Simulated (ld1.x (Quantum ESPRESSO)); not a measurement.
# Varying the TM potential for Co

Base potential:

* Element: cobalt (Co)
* Generator: ld1.x (Quantum ESPRESSO) 7.5
* Type: norm-conserving Troullier–Martins (Kleinman–Bylander form)
* Functional: LDA (PZ)
* Relativity: scalar-relativistic
* Frozen core: [Ar]
* Valence charge: 9
* Reference configuration: 3d6 4s0 4p0 (charge +3)
* Partial waves: 4s (bound, empty): rc 1.50 bohr; 3d (bound): rc 1.55 bohr; 4p (bound, empty): rc 1.65 bohr
* Local potential: the p channel
* Core correction: Bessel-smoothed model core inside 1.05 bohr

All-electron outer shells of the reference configuration (LDA (PZ), scalar-relativistic, ld1.x):

```json
{"shell": "3p", "level (eV)": "-103.69", "outermost node (bohr)": "0.28", "outermost maximum (bohr)": "0.67"}
{"shell": "3d", "level (eV)": "-45.48", "outermost node (bohr)": "–", "outermost maximum (bohr)": "0.65"}
{"shell": "4s", "level (eV)": "-32.46", "outermost node (bohr)": "0.94", "outermost maximum (bohr)": "1.92"}
{"shell": "4p", "level (eV)": "-24.74", "outermost node (bohr)": "1.00", "outermost maximum (bohr)": "2.21"}
```

Cutoffs, loose and tight: the cutoffs (Ry, on a coarse ladder) from which the occupation-weighted sum of valence levels, in a spherical-Bessel basis at the reference potential, stays within 10 and 1 mRy of its value at 400 Ry. They do not see the model core or the augmentation charge, which bear on the density cutoff. Test errors are all-electron minus pseudo excitation energies from the reference, over the configurations 3d7 4s2 4p0; 3d7 4s1 4p0; 3d7 4s0 4p0; 3d5 4s0 4p0; 3d8 4s0 4p0; 3d7 4s1 4p1; 3d7 4s1.5 4p0 (two spin-polarised tests are not counted in the largest error). A dash means not determined; rows that change the core or the reference have their own tests.

```tsv
change	outcome	cutoff, loose	cutoff, tight	bound ghosts	largest test error (meV)
base	generated	110 Ry	180 Ry	none	-1603
core correction Bessel-smoothed model core inside 0.60 bohr	generated	110 Ry	180 Ry	none	-1599
core correction Bessel-smoothed model core inside 0.78 bohr	generated	110 Ry	180 Ry	none	-1601
core correction Bessel-smoothed model core inside 0.90 bohr	generated	110 Ry	180 Ry	none	-1603
core correction Bessel-smoothed model core inside 1.08 bohr	generated	110 Ry	180 Ry	none	-1602
core correction Bessel-smoothed model core inside 1.22 bohr	generated	110 Ry	180 Ry	none	-1596
core correction Bessel-smoothed model core inside 1.36 bohr	generated	110 Ry	180 Ry	none	-1583
core correction Bessel-smoothed model core inside 1.48 bohr	generated	110 Ry	180 Ry	none	-1566
core correction Bessel-smoothed model core inside 1.68 bohr	generated	110 Ry	180 Ry	none	-1531
core correction Bessel-smoothed model core inside 1.80 bohr	generated	110 Ry	180 Ry	none	-1509
```

Question: What comes out with this change to the base: core correction none?

Answer: outcome: generated; cutoff, loose: 110 Ry; cutoff, tight: 180 Ry; bound ghosts: none; largest test error (meV): -1292.
